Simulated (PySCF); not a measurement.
Symmetry of computed structures. Computed with PBE0/pcSseg-1 in PySCF (dipole) on a GFN2-xTB geometry, gas phase. The symmetry is that of the one conformer found, every atom within 0.08 Å of its image; none is proved a minimum here.

**Question.** `[CH:1]#[C:2][C@@H:3]([C:4]#[N:5])[CH2:6][SiH2:7][CH2:8][NH:9][CH3:10]` with C2–C3–C6–Si7 170°, C3–C6–Si7–C8 62°, C6–Si7–C8–N9 57°, Si7–C8–N9–C10 169°: symmetry, top, dipole?

**Answer.** C1; asymmetric top; symmetry number 1; this conformer is chiral (no improper operation); dipole 2.46 D.

**Question.** Point group, rotor type and polarity of `[O:1]=[N:2][O:3][OH:4]` with O1–N2–O3–O4 0°, N2–O3–O4–H 0°?

**Answer.** Cs; asymmetric top; symmetry number 1; 2 operations, which sort the 5 atoms into 5 sets; dipole 0.89 D, in the ab plane, which is the mirror.

**Question.** What symmetry has `[CH3:1][CH2:2]/[CH:3]=[N:4]\[N:5]=[CH:6]/[CH2:7][CH3:8]` with C1–C2–C3–N4 142°, C3–N4–N5–C6 -102°, N5–C6–C7–C8 143°?

**Answer.** C2; asymmetric top; symmetry number 2; 2 operations, which sort the 20 atoms into 10 sets; this conformer is chiral (no improper operation); dipole 2.33 D, along b, the twofold axis; A, B, C = 3044, 1084, 878.5 MHz; heavy atoms equivalent by symmetry: C1/C8, C2/C7, C3/C6, N4/N5.
